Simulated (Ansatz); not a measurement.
Cost and result for the atomization energy of CH9BN2Si (`BN[SiH2]NC`) (14 atoms, 13 bonds).

| atom | x (Å) | y (Å) | z (Å) |
| --- | --- | --- | --- |
| B1 | -0.611 | 2.246 | 0.784 |
| N2 | 0.280 | 1.547 | -0.035 |
| Si3 | 1.071 | 0.029 | 0.329 |
| N4 | 0.557 | -1.301 | -0.603 |
| C5 | -0.777 | -1.861 | -0.577 |
| H6 | -0.877 | 1.802 | 1.866 |
| H7 | -1.099 | 3.272 | 0.399 |
| H8 | 0.468 | 1.950 | -0.943 |
| H9 | 0.771 | -0.191 | 1.763 |
| H10 | 2.523 | 0.163 | 0.045 |
| H11 | 1.127 | -1.613 | -1.371 |
| H12 | -1.273 | -1.581 | 0.355 |
| H13 | -1.409 | -1.508 | -1.401 |
| H14 | -0.751 | -2.954 | -0.611 |

Total charge 0; spin multiplicity 1. The geometry is a stationary point of PBE0-D4/def2-TZVP. It is one conformer, not always the lowest. Program: Ansatz. All runs use 4 threads of an Arm Neoverse V2 on a shared host. Times are those of one run each, without the atoms' runs, and a repeat can differ threefold. Electronic energies, without spin–orbit coupling; frozen cores. CCSD(T)/CBS adds CCSD(T) − MP2 in def2-TZVPP to the MP2 limit, and its time is that of the two runs behind it. T1 = 0.012. B3LYP takes the VWN-RPA correlation (the form of Gaussian; ORCA's B3LYP/G).

CCSD(T)/CBS is a level of theory with its own doubt, some kJ/mol a heavy atom from the limit and from the frozen cores, so smaller differences don't rank the functionals.

| level | functions | wall time | atomization (kcal/mol) | difference from CCSD(T)/CBS | per bond |
| --- | --- | --- | --- | --- | --- |
| PBE-D4/def2-TZVPP (with forces) | 292 | 3 s | 1220.0 | 15.6 | 1.2 |
| PBE0-D4/def2-TZVPP | 292 | 3.5 s | 1204.2 | -0.2 | 0.0 |
| B3LYP-D4/def2-TZVPP (with forces) | 292 | 5.5 s | 1213.4 | 9.0 | 0.7 |
| r2SCAN-D4/def2-TZVPP (with forces) | 292 | 5.5 s | 1203.2 | -1.2 | -0.1 |
| B2PLYP/def2-TZVPP | 292 | 6.5 s | 1196.6 | -7.8 | -0.6 |
| ωB97X-V/def2-TZVPP | 292 | 9 s | 1212.4 | 8.0 | 0.6 |
| ωB97M-V/def2-TZVPP (with forces) | 292 | 13 s | 1212.5 | 8.1 | 0.6 |
| MP2/def2-QZVPP | 568 | 32 s | 1201.1 | -3.3 | -0.3 |
| CCSD(T)/def2-TZVPP | 292 | 4.5 min | 1172.1 | -32.3 | -2.5 |
| CCSD(T)/CBS(def2) | – | 5 min | 1204.4 | 0.0 | 0.0 |

In def2-TZVPP, CCSD(T) changes the Hartree–Fock value by +286.7 kcal/mol (the triples alone add +14.3 kcal/mol) and MP2 by +296.3 kcal/mol; breaking electron pairs costs correlation energy, which Hartree–Fock lacks. From PBE to PBE0 (25 % exact exchange), in def2-TZVPP and without D4, the atomization energy moves by −14.8 kcal/mol: exact exchange takes away binding that semilocal exchange gives to molecules. The D4 term adds +10.2 kcal/mol with B3LYP and +5.4 kcal/mol with PBE0; it sums over pairs of atoms, weighted by their polarisabilities, and B3LYP, whose exchange is more repulsive, gets the larger term.
